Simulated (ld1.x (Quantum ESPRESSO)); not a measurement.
## Building the TM semilocal potential for phosphorus (P) (LDA (PZ), scalar-relativistic).

P, norm-conserving Troullier–Martins (semilocal form), made with ld1.x (Quantum ESPRESSO) 7.5 (LDA (PZ), scalar-relativistic). Core [Ne], reference 3s2 3p3. Waves: 3s (bound): rc 1.55 bohr; 3p (bound): rc 1.65 bohr. Local part: the p channel. Core correction: none.

* Cutoffs needed: 21 Ry and 50 Ry (the cutoffs (Ry, on a coarse ladder) from which the occupation-weighted sum of valence levels, in a spherical-Bessel basis at the reference potential, stays within 10 and 1 mRy of its value at 400 Ry)
* Ghost test: no extra level below or beside the all-electron valence levels (s, p tested); the semilocal form is local in each channel, so this says nothing of the separable form that plane-wave codes build from it (spherical-Bessel basis up to 400 Ry, 20 bohr box)
* Largest excitation error: +140 meV (all-electron minus pseudo) for 3s2 3p0, out of 7 test configurations
